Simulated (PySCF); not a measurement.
# Core-level binding energies of dimethylselenide

Species: dimethylselenide, C₂H₆Se.
Geometry (PBE0-D3(BJ)/def2-SVP, Å), atoms numbered from 1 in this order:
```
atom  x, y, z in Å
C1     1.4652    0.0701    0.1268
Se2    0.0637    0.6018   -1.1057
C3    -1.4292   -0.0734   -0.0663
H4     1.4792   -1.0215    0.2554
H5     2.4211    0.3901   -0.3100
H6     1.3359    0.5623    1.1010
H7    -1.3428   -1.1593    0.0798
H8    -2.3444    0.1380   -0.6364
H9    -1.4888    0.4345    0.9065
```

Level of theory: PySCF, delta-SCF UKS SCAN, pcX-2 on the ionised atom, pcseg-1 elsewhere, spin-free X2C. Vertical ΔSCF values, vacuum level as zero.

Question: What binding energy does each computed site have?

Answer: 
```
atom(s)   bonded to  level  binding energy (eV)  count
  C1/C3  Se and 3 H   C 1s               290.97      2
```

Question: Which photon energy gives electrons from C 1s of C1/C3 a kinetic energy of 100 eV, and what is their de Broglie wavelength?

Answer: hν = 290.97 + 100 = 390.97 eV, recoil neglected; λ = 12.264 Å/√(E/eV) = 1.23 Å.

Question: Which photon wavelength matches the C 1s of C1/C3 threshold?

Answer: λ = hc/E = 12398.42 eV Å / 290.97 eV = 42.611 Å.

Atoms equivalent by their bonding share one computed value, that of the first of them. No level of selenium is listed. Isolated species at its PBE0-D3(BJ)/def2-SVP geometry, gas phase.
